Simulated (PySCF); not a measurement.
# InCl3: one-bond stretch

Method: PBE0/[In def2-SVP with ECP28, Cl def2-SVP], scalar-relativistic core potentials, density fitting, no spin–orbit coupling, PySCF.

Rigid scan from the singlet minimum (In–Cl 2.321 Å (×3); Cl–In–Cl 120.0° (×3)). Coordinate: the bond from In to the last atom (Cl) scaled, the rest fixed. Energies in kJ/mol from the minimum.

(1) Predict the curve at 0.92, 0.96, 1.00, 1.05, 1.12, 1.20, 1.35, 1.55, 1.80, 2.20.

Answers

(1) 
| scale of one bond | E (kJ/mol) | dipole size (D) |
| --- | --- | --- |
| 0.92 | 32.3 | 0.77 |
| 0.96 | 7.1 | 0.39 |
| 1.00 | 0.0 | 0.00 |
| 1.05 | 8.3 | 0.48 |
| 1.12 | 38.9 | 1.13 |
| 1.20 | 86.3 | 1.82 |
| 1.35 | 179.8 | 2.92 |
| 1.55 | 282.7 | – |
| 1.80 | 368.4 | – |
| 2.20 | 436.0 | – |

At long bonds a restricted determinant can lie too high, and another spin state can fall below this curve.

Other isomers or separated fragments may lie lower.

The scan took 11 s on 2 threads of a shared Arm Neoverse V1 host; the process peaked at 0.95 GiB.
